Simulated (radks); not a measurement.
Fractional charge and spin in the 3d shell of zinc: the spin-up occupation runs from 4 to 5 and the spin-down occupation from 4 to 5; the fullest corner is Zn, [Ar] 4s2 3d(up 5, down 5). Calculated with a radial shooting solver on a logarithmic mesh with Libxc functionals: non-relativistic Kohn-Sham, BLYP, spin-polarised, spherical densities, point nucleus. Energy (eV) minus the two flat planes that join the four corners (they meet along the diagonal where the two added fractions sum to one electron); zero is where a piecewise linear energy would lie.

\begin{tabular}{lrrrrr}
down \ up & 4 & 4.25 & 4.5 & 4.75 & 5 \\ \hline
4 & 0.000 & -1.820 & -2.397 & -1.775 & 0.000 \\
4.25 & -1.820 & -2.323 & -1.631 & 0.212 & -1.503 \\
4.5 & -2.397 & -1.631 & 0.282 & -1.365 & -1.966 \\
4.75 & -1.775 & 0.212 & -1.365 & -1.899 & -1.445 \\
5 & 0.000 & -1.503 & -1.966 & -1.445 & 0.000 \\
\end{tabular}

Corners above the fullest one (they belong to Zn+ and the next ion): (up 5, down 4) 18.017 eV, (up 4, down 5) 18.017 eV, (up 4, down 4) 54.667 eV. With half an added electron in each spin the energy lies 0.282 eV from the planes, and with half an added electron in spin up alone -2.397 eV. The planes are only a guide here: the flat-plane condition holds for ground states with one frontier orbital, while this shell lies below other occupied shells, so the corners above the fullest one are inner-hole states and not the ground states of those ions.
